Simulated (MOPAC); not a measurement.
MOPAC input (MNDO):

```
MNDO 1SCF GEO-OK AUX(PRECISION=9) THREADS=1
H2CaO2

Ca    0.00000000 1    0.00000000 1    0.00000000 1
O     0.00000000 1    0.00000000 1    2.03878300 1
O    -0.00000000 1   -0.00000000 1   -2.03878300 1
H     0.00000000 1    0.00000000 1    2.99386900 1
H    -0.00000000 1   -0.00000000 1   -2.99386900 1
```

Output:

```
 *******************************************************************************
 **                                                                           **
 **                              MOPAC v23.2.5                                **
 **                                                                           **
 *******************************************************************************
 ** MOPAC's Digital Object Identifier: https://doi.org/10.5281/zenodo.6511958 **
 **                                                                           **
 ** Please cite the open-source release paper for use of this MOPAC version:  **
 ** J. E. Moussa and J. J. P. Stewart (2026)                                  **
 ** MOPAC: An open-source semiempirical molecular orbital program             **
 ** J. Open Source Softw., 11(119), 8025, https://doi.org/10.21105/joss.08025 **
 *******************************************************************************

                              MNDO CALCULATION RESULTS

 *******************************************************************************
 *  MNDO       - The MNDO Hamiltonian to be used
 *  GEO-OK     - OVERRIDE INTERATOMIC DISTANCE AND OTHER SAFETY CHECKS
 *  1SCF       - DO 1 SCF AND THEN STOP
 *  AUX        - OUTPUT AUXILIARY INFORMATION
 *******************************************************************************
MNDO 1SCF GEO-OK AUX(PRECISION=9) THREADS=1
 H2CaO2

   ATOM   CHEMICAL          X               Y               Z
  NUMBER   SYMBOL      (ANGSTROMS)     (ANGSTROMS)     (ANGSTROMS)

     1      Ca          0.00000000  *   0.00000000  *   0.00000000  *
     2       O          0.00000000  *   0.00000000  *   2.03878300  *
     3       O         -0.00000000  *  -0.00000000  *  -2.03878300  *
     4       H          0.00000000  *   0.00000000  *   2.99386900  *
     5       H         -0.00000000  *  -0.00000000  *  -2.99386900  *

          CARTESIAN COORDINATES

    NO.       ATOM           X           Y           Z

     1        Ca          0.0000      0.0000      0.0000
     2         O          0.0000      0.0000      2.0388
     3         O         -0.0000     -0.0000     -2.0388
     4         H          0.0000      0.0000      2.9939
     5         H         -0.0000     -0.0000     -2.9939

  H: (MNDO): M.J.S. DEWAR, W. THIEL, J. AM. CHEM. SOC., 99, 4899, (1977)
  O: (MNDO): M.J.S. DEWAR, W. THIEL, J. AM. CHEM. SOC., 99, 4899, (1977)
 Ca: (MNDO): J. J. P. STEWART, J. MOL. MOD., 10, 155-164 (2004)

           Empirical Formula: H2 O2 Ca  =     5 atoms

      MOLECULAR POINT GROUP   :   D*h

      RHF CALCULATION, NO. OF DOUBLY OCCUPIED LEVELS = 8

 -------------------------------------------------------------------------------
 MNDO 1SCF GEO-OK AUX(PRECISION=9) THREADS=1
 H2CaO2

     1SCF WAS SPECIFIED, SO BFGS WAS NOT USED
     SCF FIELD WAS ACHIEVED

                              MNDO CALCULATION
                                                       MOPAC v23.2.5 Linux

          FINAL HEAT OF FORMATION =       -146.79227 KCAL/MOL =    -614.17888 KJ/MOL

          COSMO AREA              =        103.94 SQUARE ANGSTROMS
          COSMO VOLUME            =         89.58 CUBIC ANGSTROMS

          IONIZATION POTENTIAL    =          9.344432 EV
          HOMO LUMO ENERGIES (EV) =         -9.344  1.548
          NO. OF FILLED LEVELS    =          8
          MOLECULAR WEIGHT        =         74.0946         POINT GROUP:  D*h

          MOLECULAR DIMENSIONS (Angstroms)

            Atom       Atom       Distance
            H     5    H     4     5.98774
            H     5    H     4     0.00000
           Ca     1    O     2     0.00000

          SCF CALCULATIONS        =          1

   ATOM   CHEMICAL          X               Y               Z
  NUMBER   SYMBOL      (ANGSTROMS)     (ANGSTROMS)     (ANGSTROMS)

     1      Ca          0.00000000  *   0.00000000  *   0.00000000  *
     2       O          0.00000000  *   0.00000000  *   2.03878300  *
     3       O         -0.00000000  *  -0.00000000  *  -2.03878300  *
     4       H          0.00000000  *   0.00000000  *   2.99386900  *
     5       H         -0.00000000  *  -0.00000000  *  -2.99386900  *

                             CARTESIAN COORDINATES

   1   Ca        0.000000000     0.000000000     0.000000000
   2    O        0.000000000     0.000000000     2.038783000
   3    O       -0.000000000    -0.000000000    -2.038783000
   4    H        0.000000000     0.000000000     2.993869000
   5    H       -0.000000000    -0.000000000    -2.993869000

           Empirical Formula: H2 O2 Ca  =     5 atoms

      MOLECULAR POINT GROUP   :   D*h

                  EIGENVALUES
 -37.14417 -35.48063 -15.64142 -14.48885 -10.25476 -10.25476  -9.34443  -9.34443
   1.54757   2.57289   2.57289   5.49477   8.56233   9.53069

              NET ATOMIC CHARGES AND DIPOLE CONTRIBUTIONS

  ATOM NO.   TYPE          CHARGE      No. of ELECS.   s-Pop       p-Pop
    1         Ca           1.138024        0.8620     0.15815     0.70383
    2          O          -0.740007        6.7400     1.72533     5.01467
    3          O          -0.740007        6.7400     1.72533     5.01467
    4          H           0.170995        0.8290     0.82901
    5          H           0.170995        0.8290     0.82901
 DIPOLE           X         Y         Z       TOTAL
 POINT-CHG.     0.000     0.000    -0.000     0.000
 HYBRID        -0.000    -0.000     0.000     0.000
 SUM           -0.000    -0.000    -0.000     0.000

          ATOMIC ORBITAL ELECTRON POPULATIONS

     Atom    s        px        py        pz
    1 Ca   0.15815   0.19329   0.19329   0.31725
    2  O   1.72533   1.90336   1.90336   1.20796
    3  O   1.72533   1.90336   1.90336   1.20796
    4  H   0.82901
    5  H   0.82901

 **********************
 *                    *
 * JOB ENDED NORMALLY *
 *                    *
 **********************

 == MOPAC DONE ==
```

The geometry given is a B3LYP-D3(BJ)/def2-TZVP minimum.
